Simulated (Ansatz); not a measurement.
`[BH2][Al]([CH3])[SiH2]F` and `[BH2][Al]([CH3])[CH3]` differ in one atom or group.

Ansatz, PBE0-D4/def2-TZVP geometries, multiplicity 1. Each molecule was computed in one conformer, which needn't be the lowest.

| property | `[BH2][Al]([CH3])[SiH2]F` |
| --- | --- |
| LUMO energy (PBE/def2-TZVPP) / eV | -3.37 |
| HOMO–LUMO gap (PBE0/def2-TZVPP) / eV | 4.58 |
| LUMO energy (PBE0/def2-TZVPP) / eV | -2.41 |
| HOMO–LUMO gap (B3LYP/def2-TZVPP) / eV | 4.23 |
| size of the dipole moment (B3LYP/def2-TZVPP) / D | 2.36 |
| LUMO energy (B3LYP/def2-TZVPP) / eV | -2.59 |

(1) What does the change do to each property? (Best estimate.)

Answers

(1) The calculation gave: 
| property | `[BH2][Al]([CH3])[CH3]` | shift |
| --- | --- | --- |
| LUMO energy (PBE/def2-TZVPP) / eV | -3.06 | 0.31 |
| HOMO–LUMO gap (PBE0/def2-TZVPP) / eV | 4.92 | 0.34 |
| LUMO energy (PBE0/def2-TZVPP) / eV | -2.06 | 0.35 |
| HOMO–LUMO gap (B3LYP/def2-TZVPP) / eV | 4.53 | 0.30 |
| size of the dipole moment (B3LYP/def2-TZVPP) / D | 0.44 | -1.92 |
| LUMO energy (B3LYP/def2-TZVPP) / eV | -2.26 | 0.33 |

Dipoles are sizes alone; their direction can turn.

B3LYP here is the variant with VWN-RPA as its local correlation; programs differ in this.
